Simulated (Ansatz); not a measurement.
Reaction (redistribution): `CC[SiH]` + `C[O][Al]([F])[O]C` → `CC[Si]F` + `C[O][AlH][O]C`

Computed with Ansatz on PBE0-D4/def2-TZVP structures; ΔE is electronic, products minus reactants. CBS: MP2 limit from def2 TZ/QZ plus the TZ coupled-cluster correction, frozen cores. Functionals use def2-TZVPP. B3LYP here is the variant with VWN-RPA as its local correlation; programs differ in this. HSE06 is defined as in plane-wave codes. One conformer a species, not always the lowest.

`CC[SiH]`:

Cartesian coordinates in Å:
```
C 0.192 -0.941 0.088
C -0.462 0.335 -0.427
Si -0.389 1.937 0.573
H 0.176 -1.741 -0.658
H -0.324 -1.316 0.975
H 1.232 -0.760 0.370
H -1.483 0.152 -0.779
H 0.076 0.694 -1.331
H 0.982 1.640 1.189
```

`C[O][Al]([F])[O]C`:

Cartesian coordinates in Å:
```
C 1.761 -0.327 1.075
O 0.459 -0.576 1.509
Al -1.111 -0.445 0.956
F -2.301 -0.919 1.977
O -1.579 0.125 -0.541
C -1.016 0.625 -1.716
H 2.250 0.388 1.746
H 1.800 0.083 0.059
H 2.344 -1.253 1.088
H -1.385 1.638 -1.907
H -1.302 -0.004 -2.565
H 0.079 0.665 -1.679
```

`CC[Si]F`:

```xyz
9

C    -0.308    0.819    0.374
C    -0.268   -0.680    0.104
Si    1.219   -1.428   -0.793
F     1.827   -0.098   -1.492
H    -0.159    1.389   -0.545
H    -1.260    1.129    0.812
H     0.483    1.117    1.066
H    -1.111   -0.982   -0.545
H    -0.423   -1.266    1.020
```

`C[O][AlH][O]C`:

Cartesian coordinates in Å:
```
C -0.739 1.050 1.638
O -1.456 0.634 0.518
Al -1.247 -0.194 -0.927
O 0.223 -0.826 -1.435
C 1.553 -0.924 -1.032
H -0.740 2.143 1.705
H 0.306 0.715 1.621
H -1.202 0.659 2.550
H -2.493 -0.388 -1.853
H 2.212 -0.502 -1.799
H 1.831 -1.974 -0.893
H 1.751 -0.395 -0.092
```

(1) Is it downhill or uphill in electronic energy at CCSD(T)/CBS, and by how much? (Estimate.)

(2) What do these levels give: B3LYP-D4, r2SCANh-D4, HSE06-D4, B2PLYP, PBE, B3LYP, HSE06, HF/def2-SVP, MP2/def2-SVP, CCSD/def2-SVP, SCS-MP2/def2-TZVPP, MP2/CBS(def2)? (Estimate.)

Largest T1 diagnostic among the species: 0.013.

## Answers

(1) Ansatz gave: Nearly level: ΔE = +1.0 kJ/mol.

(2) Computed: B3LYP-D4 -6.0, r2SCANh-D4 -2.4, HSE06-D4 -4.2, B2PLYP -3.8, PBE -10.5, B3LYP -6.7, HSE06 -4.6, HF/def2-SVP 14.3, MP2/def2-SVP 10.3, CCSD/def2-SVP 12.9, SCS-MP2/def2-TZVPP 2.0, MP2/CBS(def2) 0.5 kJ/mol.

At CCSD(T), def2-SVP lies +9.5 kJ/mol from the extrapolated value and def2-TZVPP +1.4 kJ/mol. From BLYP to BHLYP (50 % exact exchange), in def2-TZVPP and without D4, ΔE moves by +8.3 kJ/mol.
